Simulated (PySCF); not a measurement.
Al(Cl)(F)(NHMe) (CH4AlClFN), SMILES C[NH][Al]([F])[Cl]. Atoms are numbered in the order given.

```xyz
9

Al    -0.2457     0.1143     0.0000
Cl     0.5352     2.0493     0.0000
F     -1.8910    -0.0947     0.0000
N      0.8119    -1.2856     0.0000
C      0.4405    -2.6837     0.0000
H      1.8171    -1.1444     0.0000
H      0.8135    -3.2206     0.8908
H      0.8135    -3.2206    -0.8908
H     -0.6553    -2.7848     0.0000
```

Coordinates come from a PBE0-D3(BJ)/def2-SVP optimisation. The structure was generated by enumeration; whether it is a known compound was not checked. The values are those of a single conformer.

All values below come from B3LYP/def2-TZVP run with PySCF.

Symmetry labels are those of the subgroup Cs that the program uses (full group Cs).

Task: List the valence orbital energies around the gap with their symmetry. (The exact figures need the calculation; the answer reports its results.)

Result: 
```csv
orbital,symmetry,energy (eV)
HOMO−7,A",-11.85
HOMO−6,A',-11.33
HOMO−5,A",-11.32
HOMO−4,A',-10.68
HOMO−3,A',-9.86
HOMO−2,A",-9.29
HOMO−1,A',-9.11
HOMO,A",-7.04
LUMO,A',-0.92
LUMO+1,A",-0.08
LUMO+2,A',0.93
LUMO+3,A',1.19
```
